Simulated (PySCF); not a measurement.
## Two-component Hartree-Fock for Rh (rhodium, neutral)

Start: [Kr] 4d8 5s1; 4d3/2 filled at m_j = -3/2, -1/2, +1/2, +3/2; 4d5/2 filled at m_j = -1/2, +1/2, +3/2, +5/2; 5s1/2 filled at m_j = +1/2. Calculated with PySCF 2.14 in x2c-QZVPPall-2c: generalised Hartree-Fock with the X2C-1e Hamiltonian and a Gaussian nucleus; one run each with spin-orbit coupling (SO) switched off, then screened by Boettger's factors.

```
spinor shell  electrons  ε, spin-free (eV)  ε, screened SO (eV)  weight of nominal j (screened SO)  rms radius, screened SO (bohr)
       1s1/2          2           -23342.5             -23341.1                              1.000                          0.0374
       2s1/2          2            -3465.9              -3465.5                              1.000                           0.154
       2p1/2          2            -3099.2              -3199.3                              1.000                           0.134
       2p3/2          4            -3099.2              -3052.7                              1.000                           0.138
       3s1/2          2            -654.48              -654.32                              1.000                           0.415
       3p1/2          2            -530.73              -548.57                              1.000                           0.411
       3p3/2          4            -530.73              -522.34                              1.000                           0.422
       3d3/2          4            -333.36              -336.51                              0.997                           0.401
       3d5/2          6            -333.36              -331.06                              0.998                           0.405
       4s1/2          2            -101.04              -100.99                              1.000                            1.05
       4p1/2          2            -63.637              -67.641                              0.946                            1.15
       4p3/2          4            -63.637              -61.678                              0.973                            1.18
       4d3/2          4            -11.689              -12.097                              0.697                            1.71
       4d5/2          4            -11.689              -11.292                              0.736                            1.73
       5s1/2          1             -6.470               -6.471                              0.999                            3.79
```

| quantity | spin-free | screened SO |
| --- | --- | --- |
| E (hartree) | -4780.87437 | -4781.62798 |
| M_J | 9/2 | 9/2 |
| ⟨J²⟩ | 24.761 | 24.762 |
| ⟨L²⟩ | 12.010 | 12.051 |
| ⟨S²⟩ | 3.751 | 3.752 |

Each row is a mean over spinors that exchange with the open shell spreads, by up to 7.021 eV (4p3/2).

Rows whose weight is well below 1 are mixtures of j = l ± 1/2: exchange outweighs spin-orbit coupling there, and the label is only the starting occupation.

Breit and QED terms are absent; they matter most for the inner s and p1/2 levels.

Densities and radii are taken from the X2C orbitals without a picture-change correction, which distorts them close to the nucleus.

Without spin-orbit coupling the j labels of p, d and f shells carry no meaning; the spin-free column gives the mean over the occupied spinors of each nl shell.
